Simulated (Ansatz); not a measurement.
Geometry optimisation, Ansatz, RKS B3LYP/6-31G*.

The input (input.yaml):

```yaml
crystal:
  periodic: [false, false, false]
  atoms:
    - { symbol: "N", position_ang: [1.3783, -1.3654, -0.0468] }
    - { symbol: C, position_ang: [0.4727, -0.7163, -0.8197] }
    - { symbol: F, position_ang: [0.4805, -0.9906, -2.1396] }
    - { symbol: Si, position_ang: [-0.7071, 0.5229, -0.1411] }
    - { symbol: "N", position_ang: [-0.5981, 0.7869, 1.5284] }
    - { symbol: Cl, position_ang: [-0.5934, 2.3384, -1.0804] }
    - { symbol: H, position_ang: [1.9241, -1.9243, -0.6625] }
    - { symbol: H, position_ang: [-2.1361, 0.0649, -0.3443] }
    - { symbol: H, position_ang: [-0.4001, -0.0932, 2.0162] }
    - { symbol: H, position_ang: [0.2623, 1.3256, 1.6928] }
basis:
  gaussian: { orbitals: "6-31G*" }
hamiltonian:
  xc: b3lyp
relax:
  f_tol: 0.015
  max_steps: 40
```

Launched with:

```bash
$ ansatz run input.yaml --threads 2 --pin off --max-ram 3072MiB --backend cpu --events-out ev --progress --plain --runs-dir out
```

Problem. Where does it end, and by what steps?

Solution. The forces met the threshold. After 28 steps the energy has fallen by 0.711 eV; H9 moved furthest, 1.29 Å.

| step | energy less start (eV) | largest force component (eV/Å) | accepted |
| --- | --- | --- | --- |
| 0 | 0.0000 | 4.576 | yes |
| 1 | -0.4501 | 1.409 | yes |
| 2 | -0.5204 | 0.966 | yes |
| 3 | -0.5515 | 0.456 | yes |
| 4 | -0.5766 | 0.199 | yes |
| 5 | -0.5834 | 0.230 | yes |
| 6 | -0.5873 | 0.097 | yes |
| 7 | -0.5897 | 0.196 | yes |
| 8 | -0.5973 | 0.254 | yes |
| 9 | -0.6072 | 0.249 | yes |
| 10 | -0.6080 | 0.219 | yes |
| 11 | -0.6029 | 0.760 | no |
| 12 | -0.6164 | 0.143 | yes |
| 13 | -0.6201 | 0.337 | yes |
| 14 | -0.6375 | 0.294 | yes |
| 15 | -0.6130 | 0.975 | no |
| 16 | -0.6543 | 0.186 | yes |
| 17 | -0.6652 | 0.297 | yes |
| 18 | -0.6627 | 0.975 | no |
| 19 | -0.6778 | 0.230 | yes |
| 20 | -0.6878 | 0.194 | yes |
| 21 | -0.6915 | 0.635 | yes |
| 22 | -0.7045 | 0.311 | yes |
| 23 | -0.5917 | 1.300 | no |
| 24 | -0.7096 | 0.120 | yes |
| 25 | -0.7106 | 0.072 | yes |
| 26 | -0.7110 | 0.051 | yes |
| 27 | -0.7113 | 0.023 | yes |
| 28 | -0.7113 | 0.008 | yes |

```xyz
10
Properties=species:S:1:pos:R:3
N 1.565 -1.049 -0.208
C 0.530 -0.719 -0.841
F 0.277 -1.146 -2.114
Si -0.789 0.438 -0.116
N -0.447 0.483 1.552
Cl -0.620 2.245 -1.161
H 2.179 -1.660 -0.759
H -2.158 -0.035 -0.397
H -0.969 1.054 2.205
H 0.515 0.337 1.840
```

Whether the end is a true minimum wasn't checked by a vibrational analysis.

Time of the run: 77 s on 2 threads of INTEL(R) XEON(R) PLATINUM 8581C CPU @ 2.10GHz (Emerald Rapids), with other jobs on the host, peak memory 0.27 GiB.
